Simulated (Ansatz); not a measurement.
H3AlBO, SMILES `[BH2][Al-][OH]` (triplet; the order of the spin states depends on the level) (charge -1, multiplicity 3). This triplet lies 0.06 eV above the relaxed singlet at the level B3LYP/aug-cc-pVTZ // PBE0-D3(BJ)/def2-TZVPD (Ansatz, a quantum-chemistry and plane-wave program); other levels give the other order.

Computed with Ansatz with PBE/aug-cc-pVTZ // PBE0-D3(BJ)/def2-TZVPD.

Ansatz 0.2 input:
```yaml
crystal:
  periodic: [false, false, false]
  atoms:
    - { symbol: B, position_ang: [-1.227212, 0.063308, 0.025397] }
    - { symbol: Al, position_ang: [0.598469, 0.98437, 0.351317] }
    - { symbol: O, position_ang: [2.134554, 0.163507, 0.053945] }
    - { symbol: H, position_ang: [-2.290149, 0.606424, 0.222121] }
    - { symbol: H, position_ang: [-1.242254, -1.082577, -0.384874] }
    - { symbol: H, position_ang: [2.026592, -0.735033, -0.267905] }
basis:
  gaussian: { orbitals: aug-cc-pVTZ }
hamiltonian:
  xc: pbe
total_charge: -1
magnetization:
  spin_polarized: true
  initial_magnetization: 2
```

Output:

```
Functional definition: PBE
998 factors; their error is unknown
mean field evaluation 1: about -9357.0594 eV, gradient 2.9e1 eV
mean field evaluation 2: about -9296.2400 eV, gradient 6.3e1 eV
mean field evaluation 4: about -9362.5673 eV, gradient 1.6e1 eV
mean field evaluation 8: about -9363.6426 eV, gradient 2.1e-1 eV
mean field evaluation 16: about -9363.6228 eV, gradient 4.9e-4 eV
mean field evaluation 32: about -9362.0992 eV, gradient 2.8e0 eV
mean field -9363.62283801 eV, -344.1067924053 hartree, gradient 8.1e-5 eV, S^2 2.004476; 4 other end points of the search recorded, 0 dependent functions left out
reference -9363.62290782 eV, -344.1067949710 hartree; 16, 14 occupied and 195, 197 virtual orbitals, 998 factors
Total energy: -9363.62290782 eV, -344.1067949710 hartree
```
